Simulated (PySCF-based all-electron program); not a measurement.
**SeF₆, singlet: all-electron forces**

Calculated with an in-house all-electron program built on PySCF, in large uncontracted Gaussian sets near the basis limit; Koelling–Harmon scalar relativity, no spin–orbit coupling, spin-restricted. Forces are good to about 0.008 eV/Å. Atoms are numbered as listed.

Shape A:

```xyz
7

Se    0.0000    0.0000    0.0000
F     1.6900    0.0000    0.0000
F    -1.6900    0.0000    0.0000
F     0.0000    1.6900    0.0000
F     0.0000   -1.6900    0.0000
F     0.0000    0.0000    1.6900
F     0.0000    0.0000   -1.6900
```

PBE forces:

| atom | Fx | Fy | Fz (eV/Å) |
| --- | --- | --- | --- |
| Se1 | 0.000 | 0.000 | 0.000 |
| F2 | 1.232 | 0.000 | 0.000 |
| F3 | -1.232 | 0.000 | 0.000 |
| F4 | 0.000 | 1.232 | 0.000 |
| F5 | 0.000 | -1.232 | 0.000 |
| F6 | 0.000 | 0.000 | 1.232 |
| F7 | 0.000 | 0.000 | -1.232 |

Question: What forces does r2SCAN give in shape A?

Answer: The forces move by 0.818 eV/Å (r.m.s. over the atoms) from PBE.

```json
{"atom": "Se1", "Fx": "0.000", "Fy": "0.000", "Fz (eV/Å)": "0.000"}
{"atom": "F2", "Fx": "0.348", "Fy": "0.000", "Fz (eV/Å)": "0.000"}
{"atom": "F3", "Fx": "-0.348", "Fy": "0.000", "Fz (eV/Å)": "0.000"}
{"atom": "F4", "Fx": "0.000", "Fy": "0.348", "Fz (eV/Å)": "0.000"}
{"atom": "F5", "Fx": "0.000", "Fy": "-0.348", "Fz (eV/Å)": "0.000"}
{"atom": "F6", "Fx": "0.000", "Fy": "0.000", "Fz (eV/Å)": "0.348"}
{"atom": "F7", "Fx": "0.000", "Fy": "0.000", "Fz (eV/Å)": "-0.348"}
```

Shape B:

```json
{"atom": "Se", "x (Å)": "0.0000", "y (Å)": "0.0000", "z (Å)": "0.0000"}
{"atom": "F", "x (Å)": "1.8590", "y (Å)": "0.0000", "z (Å)": "0.0000"}
{"atom": "F", "x (Å)": "-1.8590", "y (Å)": "0.0000", "z (Å)": "0.0000"}
{"atom": "F", "x (Å)": "0.0000", "y (Å)": "1.8590", "z (Å)": "0.0000"}
{"atom": "F", "x (Å)": "0.0000", "y (Å)": "-1.8590", "z (Å)": "0.0000"}
{"atom": "F", "x (Å)": "0.0000", "y (Å)": "0.0000", "z (Å)": "1.8590"}
{"atom": "F", "x (Å)": "0.0000", "y (Å)": "0.0000", "z (Å)": "-1.8590"}
```

PBE forces:

```json
{"atom": "Se1", "Fx": "0.000", "Fy": "0.000", "Fz (eV/Å)": "0.000"}
{"atom": "F2", "Fx": "-2.472", "Fy": "0.000", "Fz (eV/Å)": "0.000"}
{"atom": "F3", "Fx": "2.472", "Fy": "0.000", "Fz (eV/Å)": "0.000"}
{"atom": "F4", "Fx": "0.000", "Fy": "-2.472", "Fz (eV/Å)": "0.000"}
{"atom": "F5", "Fx": "0.000", "Fy": "2.472", "Fz (eV/Å)": "0.000"}
{"atom": "F6", "Fx": "0.000", "Fy": "0.000", "Fz (eV/Å)": "-2.472"}
{"atom": "F7", "Fx": "0.000", "Fy": "0.000", "Fz (eV/Å)": "2.472"}
```

Question: What forces does r2SCAN give in shape B?

Answer: The forces move by 0.649 eV/Å (r.m.s. over the atoms) from PBE.

```json
{"atom": "Se1", "Fx": "0.000", "Fy": "0.000", "Fz (eV/Å)": "0.000"}
{"atom": "F2", "Fx": "-3.173", "Fy": "0.000", "Fz (eV/Å)": "0.000"}
{"atom": "F3", "Fx": "3.173", "Fy": "0.000", "Fz (eV/Å)": "0.000"}
{"atom": "F4", "Fx": "0.000", "Fy": "-3.173", "Fz (eV/Å)": "0.000"}
{"atom": "F5", "Fx": "0.000", "Fy": "3.173", "Fz (eV/Å)": "0.000"}
{"atom": "F6", "Fx": "0.000", "Fy": "0.000", "Fz (eV/Å)": "-3.173"}
{"atom": "F7", "Fx": "0.000", "Fy": "0.000", "Fz (eV/Å)": "3.173"}
```

Shape C:

```xyz
7

Se    0.0000    0.0000    0.0000
F     1.5210    0.0000    0.0000
F    -1.5210    0.0000    0.0000
F     0.0000    1.5210    0.0000
F     0.0000   -1.5210    0.0000
F     0.0000    0.0000    1.5210
F     0.0000    0.0000   -1.5210
```

PBE forces:

| atom | Fx | Fy | Fz (eV/Å) |
| --- | --- | --- | --- |
| Se1 | 0.000 | 0.000 | 0.000 |
| F2 | 11.550 | 0.000 | 0.000 |
| F3 | -11.550 | 0.000 | 0.000 |
| F4 | 0.000 | 11.550 | 0.000 |
| F5 | 0.000 | -11.550 | 0.000 |
| F6 | 0.000 | 0.000 | 11.550 |
| F7 | 0.000 | 0.000 | -11.550 |

Question: What forces does r2SCAN give in shape C?

Answer: The forces move by 0.917 eV/Å (r.m.s. over the atoms) from PBE.

```
atom       Fx       Fy  Fz (eV/Å)
 Se1    0.000    0.000      0.000
  F2   10.560    0.000      0.000
  F3  -10.560    0.000      0.000
  F4    0.000   10.560      0.000
  F5    0.000  -10.560      0.000
  F6    0.000    0.000     10.560
  F7    0.000    0.000    -10.560
```
